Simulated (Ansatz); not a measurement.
Correlation energies of C2H5F3OSi, SMILES `C[SiH2]OC(F)(F)F` by basis set

Z-matrix (Å, degrees):
```
C
Si 1 1.852
H 1 1.092 2 111.0
H 1 1.092 2 110.9 3 -120.8
H 1 1.094 2 109.9 3 119.7
O 2 1.686 1 110.5 3 64.0
H 2 1.479 1 112.2 3 178.4
H 2 1.483 1 111.9 3 -56.5
C 6 1.323 2 127.1 1 -83.0
F 9 1.328 6 110.3 2 161.3
F 9 1.348 6 112.3 2 41.3
F 9 1.339 6 112.2 2 -78.7
```

Total charge 0; spin multiplicity 1. The geometry is a stationary point of PBE0-D4/def2-TZVP. It is one conformer, not always the lowest. Frozen core, restricted reference, Ansatz 0.2.0. CBS rows extrapolate triple and quadruple zeta; past MP2 they add the triple-zeta difference.

| basis | HF (Eh) | MP2 corr. | CCSD corr. | (T) | CCSD(T) total |
| --- | --- | --- | --- | --- | --- |
| def2-SVP | -740.38795 | -1.09863 | -1.14269 | -0.02474 | -741.55538 |
| def2-TZVPP | -741.05061 | -1.42850 | -1.46081 | -0.04866 | -742.56008 |
| def2-QZVPP | -741.07982 | -1.55130 | – | – | – |
| CBS(def2) | -741.08384 | -1.64227 | -1.67458 | as TZ | -742.80708 |
